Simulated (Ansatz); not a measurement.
Calculation: r2SCAN-D4/def2-TZVP in Ansatz (an electronic-structure program). No frequencies were computed at this level.

Ansatz 0.2 input:
```yaml
crystal:
  periodic: [false, false, false]
  atoms:
    - { symbol: F, position_ang: [1.258848, -0.703498, -0.13945] }
    - { symbol: Si, position_ang: [-0.003881, 0.095754, 0.448041] }
    - { symbol: F, position_ang: [-1.206954, -0.788659, -0.142643] }
    - { symbol: H, position_ang: [-0.048013, 1.396403, -0.165949] }
basis:
  gaussian: { orbitals: def2-tzvp }
hamiltonian:
  xc: r2scan
  dispersion: d4
relax:
  max_steps: 150
magnetization:
  spin_polarized: true
  initial_magnetization: 1
```

Output:

```
Functional definition: r2SCAN
608 factors; their error is unknown
mean field evaluation 1: about -13326.3891 eV, gradient 3.3e1 eV
mean field evaluation 2: about -13317.7491 eV, gradient 6.4e1 eV
mean field evaluation 4: about -13329.3322 eV, gradient 7.4e-1 eV
mean field evaluation 8: about -13329.3268 eV, gradient 5.2e-2 eV
mean field evaluation 16: about -13329.3268 eV, gradient 1.1e-5 eV
mean field -13329.32683283 eV, -489.8437261641 hartree, gradient 1.1e-5 eV, S^2 0.752787; 0 other end points of the search recorded, 0 dependent functions left out
reference -13329.32684362 eV, -489.8437265609 hartree; 17, 16 occupied and 88, 89 virtual orbitals, 608 factors
relax step   1: F+E_penalty+E_count = -13329.33724259 eV  Δ(F+E_penalty+E_count) = +0.000e0 eV  max|allowed force component| = 1.752e0 eV/Å  Δτ_max = 0.0000 Å  (29 SCF iters, accepted)
these checks for a lower state are left out or cut short: starts, cluster_reference, orbital_swaps, neighbouring_geometries, increment
608 factors; their error is unknown
mean field -13329.37647146 eV, -489.8455503502 hartree, gradient 2.0e-5 eV, S^2 0.752867; 0 other end points of the search recorded, 0 dependent functions left out
reference -13329.37648234 eV, -489.8455507502 hartree; 17, 16 occupied and 88, 89 virtual orbitals, 608 factors
relax step   2: F+E_penalty+E_count = -13329.38687742 eV  Δ(F+E_penalty+E_count) = -4.963e-2 eV  max|allowed force component| = 9.037e-1 eV/Å  Δτ_max = 0.0256 Å  (31 SCF iters, accepted)
these checks for a lower state are left out or cut short: starts, cluster_reference, orbital_swaps, neighbouring_geometries, increment
608 factors; their error is unknown
mean field -13329.39594718 eV, -489.8462660697 hartree, gradient 2.5e-5 eV, S^2 0.752968; 0 other end points of the search recorded, 0 dependent functions left out
reference -13329.39595810 eV, -489.8462664709 hartree; 17, 16 occupied and 88, 89 virtual orbitals, 608 factors
relax step   3: F+E_penalty+E_count = -13329.40634973 eV  Δ(F+E_penalty+E_count) = -1.947e-2 eV  max|allowed force component| = 1.692e-1 eV/Å  Δτ_max = 0.0284 Å  (32 SCF iters, accepted)
these checks for a lower state are left out or cut short: starts, cluster_reference, orbital_swaps, neighbouring_geometries, increment
608 factors; their error is unknown
mean field evaluation 32: about -13329.4019 eV, gradient 6.7e-1 eV
mean field -13329.39701600 eV, -489.8463053481 hartree, gradient 1.3e-5 eV, S^2 0.752872; 0 other end points of the search recorded, 0 dependent functions left out
reference -13329.39702698 eV, -489.8463057518 hartree; 17, 16 occupied and 88, 89 virtual orbitals, 608 factors
relax step   4: F+E_penalty+E_count = -13329.40741721 eV  Δ(F+E_penalty+E_count) = -1.067e-3 eV  max|allowed force component| = 5.854e-2 eV/Å  Δτ_max = 0.0115 Å  (32 SCF iters, accepted)
these checks for a lower state are left out or cut short: starts, cluster_reference, orbital_swaps, neighbouring_geometries, increment
608 factors; their error is unknown
mean field -13329.39727312 eV, -489.8463147973 hartree, gradient 1.3e-5 eV, S^2 0.752891; 0 other end points of the search recorded, 0 dependent functions left out
reference -13329.39728409 eV, -489.8463152002 hartree; 17, 16 occupied and 88, 89 virtual orbitals, 608 factors
relax step   5: F+E_penalty+E_count = -13329.40767368 eV  Δ(F+E_penalty+E_count) = -2.565e-4 eV  max|allowed force component| = 1.342e-2 eV/Å  Δτ_max = 0.0053 Å  (32 SCF iters, accepted)
these checks for a lower state are left out or cut short: starts, cluster_reference, orbital_swaps, neighbouring_geometries, increment
608 factors; their error is unknown
mean field -13329.39727824 eV, -489.8463149852 hartree, gradient 5.6e-5 eV, S^2 0.752890; 0 other end points of the search recorded, 0 dependent functions left out
reference -13329.39728920 eV, -489.8463153881 hartree; 17, 16 occupied and 88, 89 virtual orbitals, 608 factors
relax step   6: F+E_penalty+E_count = -13329.40767874 eV  Δ(F+E_penalty+E_count) = -5.060e-6 eV  max|allowed force component| = 1.015e-3 eV/Å  Δτ_max = 0.0005 Å  (23 SCF iters, accepted)
608 factors; their error is unknown
mean field evaluation 64: about -13329.3973 eV, gradient 1.1e-3 eV
mean field -13329.39727824 eV, -489.8463149852 hartree, gradient 5.6e-5 eV, S^2 0.752890; 1 other end points of the search recorded, 0 dependent functions left out
reference -13329.39728920 eV, -489.8463153881 hartree; 17, 16 occupied and 88, 89 virtual orbitals, 608 factors
Total energy: -13329.40768970 eV, -489.8466975995 hartree
Atom 0 at     1.306882    -0.681079    -0.125276 Å, force     0.000582    -0.000145    -0.000096 eV/Å
Atom 1 at    -0.001998     0.041893     0.426156 Å, force    -0.000034     0.001015    -0.000134 eV/Å
Atom 2 at    -1.256452    -0.769607    -0.128593 Å, force    -0.000572    -0.000185    -0.000099 eV/Å
Atom 3 at    -0.048431     1.408793    -0.172289 Å, force     0.000023    -0.000685     0.000329 eV/Å
Dipole moment:    -0.008054     0.227788     0.144234 e Å
```

Cost: very roughly 29 core-seconds.
